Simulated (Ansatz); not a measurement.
Reaction (atomization): `[OH][GeH2][B](O)Cl` → B• + Cl• + Ge• + 4 H• + 2 O•

Program: Ansatz. Geometries: PBE0-D4/def2-TZVP. ΔE: electronic, gas phase. CCSD(T)/CBS adds triple-zeta CCSD(T) − MP2 to the extrapolated MP2 energy (def2 sets, frozen cores). This one scheme is used for every species, atoms too. For atomizations the MP2-based limit and the directly extrapolated one differ by several kJ/mol either way, and by 10 to 25 for some Ge, Se and Sn compounds, so smaller differences from it don't rank the levels. Functionals use def2-TZVPP. HSE06 is defined as in plane-wave codes. Open shells (•) are unrestricted, without spin–orbit coupling. Spin–orbit coupling would lower the free atoms: a little for B, Cl, O; clearly for Ge. Bonds to Ge are less sure, by a few kJ/mol each and by 10 to 20 or more in all where they break to atoms, as the def2 sets lack core-valence functions. Scalar relativity is left out up to krypton. Each species was taken in one conformer, which may not be the lowest.

```
        level  ΔE (kJ/mol)
      PBE0-D4       3140.9
     HSE06-D4       3143.1
HF/def2-TZVPP       2235.5
MP2/CBS(def2)       3254.3
```

(1) What does CCSD(T)/CBS give? (Best estimate.)

Largest T1 diagnostic among the species: 0.014.

## Answers

(1) The calculation gave: +3167.7 kJ/mol. The listed levels differ from it by -26.8, -24.6, -932.2, 86.6 kJ/mol.

From BLYP to BHLYP (50 % exact exchange), in def2-TZVPP and without D4, ΔE moves by −97.2 kJ/mol: exact exchange takes away binding that semilocal exchange gives to molecules. In def2-TZVPP, CCSD(T) changes the Hartree–Fock value by +849.0 kJ/mol (the triples alone add +57.3 kJ/mol) and MP2 by +935.7 kJ/mol; breaking electron pairs costs correlation energy, which Hartree–Fock lacks.
